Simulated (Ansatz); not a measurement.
Coupled-cluster diagnostics for (OH)2Zr(OSiH2)2O (ZrSi2O5H6), Ansatz.

Geometry of the singlet (B3LYP-D4/def2-SVP):

```xyz
14

Zr    1.0330   -1.0498   -0.0758
O     1.0212   -2.6425    1.0166
O     2.5295   -0.9446   -1.2918
O    -0.6786   -0.8158   -1.0270
Si   -1.8884    0.3260   -1.0041
O    -1.4732    1.4949    0.1097
Si   -0.2234    1.8075    1.1678
O     0.8910    0.5805    1.0248
H     1.0565   -3.4472    1.5362
H     3.2849   -0.9266   -1.8814
H    -2.0148    0.9623   -2.3417
H    -3.1718   -0.2984   -0.5878
H     0.3994    3.1073    0.8029
H    -0.7653    1.8464    2.5516
```

In the def2 sets Zr takes a core potential; there is no spin–orbit coupling. Correlated methods freeze 15 core orbitals; core or outer-core shells of Zr are correlated, in sets that lack core-valence functions.

**Question.** Estimate the CCSD(T) correlation energy, the shares of MP2 and (T), T1 and the reference's ⟨S²⟩ for: charge 0, singlet, own geometry in def2-SVP; and the rough time on 4 threads of Arm Neoverse V1 on a shared host.

**Answer.** 
```
                          state     basis  correlation (eV)  MP2 share (%)  (T) share (%)     T1  ⟨S²⟩ (pure)  wall time
charge 0, singlet, own geometry  def2-SVP           -38.882           94.9            2.7  0.017  0.00 (0.00)    1.7 min
```
Customary marks for T1 are 0.02 (closed shells), 0.045 (open shells) and about 0.05 (3d metals). T1 stays under 0.02 throughout.
